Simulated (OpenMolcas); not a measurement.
Ru4+ (d4) among equal point charges was computed by CASSCF with the d shell active (OpenMolcas, ANO-RCC-VDZP on the metal). Its lowest spin-free states, and all those of the highest spin:

| 2S+1 | Degeneracy | E (cm-1) |
| --- | --- | --- |
| 5 | 1 | 0.0 |
| 5 | 2 | 7584 |
| 5 | 2 | 9776 |
| 3 | 2 | 20571 |
| 3 | 1 | 20882 |
| 3 | 1 | 20912 |
| 3 | 2 | 23115 |
| 3 | 1 | 23480 |
| 3 | 2 | 24410 |
| 3 | 1 | 25750 |
| 3 | 1 | 26773 |
| 3 | 2 | 26906 |

Problem. Is the site octahedral, tetrahedral or cube-like, axial, or of lower symmetry?

Solution. The states with 2S+1 = 5 have orbital degeneracies 1, 2, 2. There are pairs but no triples, so the site is axial: not cubic, but with a proper or improper axis of order three or more. The run had Ru4+ among 5 point charges of -2 e arranged as a trigonal bipyramid (D3h), 2.1 Å from the ion, with the axial distance 1.995 Å.

Without dynamic correlation the repulsion within the d shell is too large (B by tens of per cent), so at a given field states of lower spin stand too high. Point charges give a weaker field than real ligands, and real ions of this kind are as a rule low spin; the high spin found here belongs to the model. Point charges carry no covalency, so the field is a model and not that of real ligands. No measured value stands beside these numbers.
